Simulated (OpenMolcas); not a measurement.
## Mo³⁺: effect of the active space

```json
{
  "Program": "OpenMolcas",
  "Method": "SS-CASPT2 or its RAS form, IPEA 0.25 Eh, imaginary shift 0.1 Eh",
  "Basis": "ANO-RCC-VTZP",
  "Scalar Hamiltonian": "DKH2, point nucleus",
  "Spin-orbit coupling": "RASSI with atomic mean-field integrals over the reference wave functions, term energies averaged over their components"
}
```

A. 3 electrons in 5 orbitals (4d); 2S+1 = 4 even, 10 roots; 2S+1 = 2 even, 40 roots; closed shells correlated: 4s 4p; CASPT2 step of the order of 10 core-seconds
B. 9 electrons in 8 orbitals (RAS1 4p, at most 2 holes; RAS2 4d); 2S+1 = 4 even, 10 roots; 2S+1 = 2 even, 40 roots; closed shells correlated: 4s; CASPT2 step about 40 core-seconds
C. 3 electrons in 9 orbitals (RAS2 4d 5s; RAS3 5p, at most 2 electrons); 2S+1 = 4 even, 20 roots; 2S+1 = 2 even, 65 roots kept (CI in the orbitals of an earlier block); 2S+1 = 4 odd, 30 roots; 2S+1 = 2 odd, 75 roots kept (CI in the orbitals of an earlier block); closed shells correlated: 4s 4p; CASPT2 step about 2.6 core-minutes
D. 3 electrons in 10 orbitals (4d 5d); 2S+1 = 4 even, 10 roots; 2S+1 = 2 even, 40 roots; closed shells correlated: 4s 4p; CASPT2 step roughly 7 core-minutes

Energies in eV above 4d³ ⁴F_3/2, the measured ground level; measured values from Sugar and Musgrove, J. Phys. Chem. Ref. Data 17, 155 (1988).

| Level | A | B | C | D | Measured |
| --- | --- | --- | --- | --- | --- |
| 4d³ ⁴F_3/2 | 0.0000 | 0.0000 | 0.0000 | 0.0000 | 0.0000 |
| 4d³ ⁴F_5/2 | 0.0941 | 0.0990 | 0.0970 | 0.0946 | 0.0965 |
| 4d³ ⁴F_7/2 | 0.2130 | 0.2236 | 0.2191 | 0.2142 | 0.2182 |
| 4d³ ⁴F_9/2 | 0.348 | 0.365 | 0.357 | 0.350 | 0.3552 |
| 4d³ ⁴P_1/2 | 1.337 | 1.327 | 1.317 | 1.309 | 1.2817 |
| 4d³ ⁴P_3/2 | 1.344 | 1.323 | 1.315 | 1.306 | 1.2808 |
| 4d³ ²G_7/2 | 1.480 | 1.509 | 1.499 | 1.474 | 1.4358 |
| 4d³ ⁴P_5/2 | 1.483 | 1.490 | 1.472 | 1.469 | 1.4397 |
| 4d³ ²G_9/2 | 1.568 | 1.599 | 1.593 | 1.571 | 1.5263 |
| 4d³ ²P_1/2 | 1.953 | 1.808 | 1.826 | 1.763 | 1.7789 |
| 4d³ ²H_9/2 | 2.025 | 2.066 | 2.082 | 2.064 | 1.9831 |
| 4d³ ²H_11/2 | 2.070 | 2.110 | 2.130 | 2.118 | 2.0281 |
| 4d³ ²D_5/2(1) | 2.152 | 2.207 | 2.172 | 2.156 |  |
| 4d³ ²F_7/2 | 3.181 | 3.192 | 3.185 | 3.186 | 3.0732 |
| 4d³ ²F_5/2 | 3.221 | 3.235 | 3.224 | 3.227 | 3.1121 |
| 4d³ ²D_5/2(2) | 5.028 | 4.984 | 5.025 | 5.055 | 4.8257 |
| 4d³ ²D_3/2(2) | 5.075 | 5.042 | 5.078 | 5.097 | 4.8640 |

Deviations, from unrounded energies. A percentage is the sum of absolute deviations over the sum of measured energies, with the sign that they share, or ± where signs differ.

| Against measurement | Levels | A | B | C | D |
| --- | --- | --- | --- | --- | --- |
| mean absolute deviation (cm-1) | 15 | 620 | 580 | 600 | 560 |
| fine structure of the ground term (%) | 3 | -2.2 | +2.6 | +0.5 | -1.6 |
| other terms of the ground configuration (%) | 12 | +4.0 | +3.7 | +3.9 | ±3.6 |

B, D lie about equally close to measurement and A furthest from it. The largest miss of D in the table is 4d³ ²D_3/2(2), by +1900 cm-1. The ranking rests on the paired levels alone, and a cruder setting can come out closer through cancelling errors.

The two smallest mean deviations differ by little beside CASPT2's spread within terms, so their order carries little weight.

Among A to D the level of the table that moves most is 4d³ ²P_1/2, by 1500 cm-1 (lowest in D, highest in A). Moves below CASPT2's spread within the term are not significant.

Term energies are means over components that CASPT2 splits; among the terms shown or strongly mixed into the levels shown the widest spread is 690 cm-1 (4d³ ²H, A). The CASPT2 spread within a term exceeds the gap to the next term for 4d³ ²P and 4d³ ²H, 4d³ ²H and 4d³ ²D(1), so the order of their levels is uncertain (figures for A; the like holds for C, D). Active for correlation alone: 4p; no level in the range computed is led by a configuration that opens it, so any true level of that kind is missing (holds for B). Terms from blocks run as CI alone lack orbitals of their own (holds for C). Active for correlation alone: 5d; no level in the range computed is led by a configuration that fills it, so any true level of that kind is missing (holds for D). Measured partners are found by configuration, term and J. A level has none where our copy of the source lacks it or the pairing is in doubt (some pairs that miss far off the trend of their configuration count as doubtful), and it then counts in no deviation. Only configurations of the active space appear. Levels that lie high or do not pair safely by name in every column are left out.

A number in round brackets counts repeated terms of one configuration in the order of the reference energies.
